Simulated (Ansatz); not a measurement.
H4NO3Ta, SMILES [NH2][Ta](=[O])([OH])[OH], multiplicity 1.

Coordinates come from a B3LYP-D3(BJ)/def2-SVP optimisation. The spin state was assumed, not searched. The structure was generated by enumeration; whether it is a known compound was not checked. The def2 effective core potentials stand for the cores of Ta; spin–orbit coupling is left out. One conformer was computed; it need not be the lowest.

Two levels are set side by side: PBE/def2-SVPD (Ansatz, a quantum-chemistry and plane-wave program) and PBE0/def2-SVPD (Ansatz). Energy differences of separate SCF runs at the same geometry; the states with an electron removed or added have multiplicity 2 and 2. Differences are taken from unrounded values.

```
quantity                            PBE0
---------------------------------  -----
vertical ionisation energy (eV)    10.00
vertical singlet–triplet gap (eV)   5.74
```

Q: What does PBE give, and how far is it from PBE0? (The exact figures need the calculation; the answer reports its results.)

A: 
```csv
quantity,PBE,PBE minus PBE0
vertical ionisation energy (eV),9.72,-0.27
vertical singlet–triplet gap (eV),5.53,-0.21
```
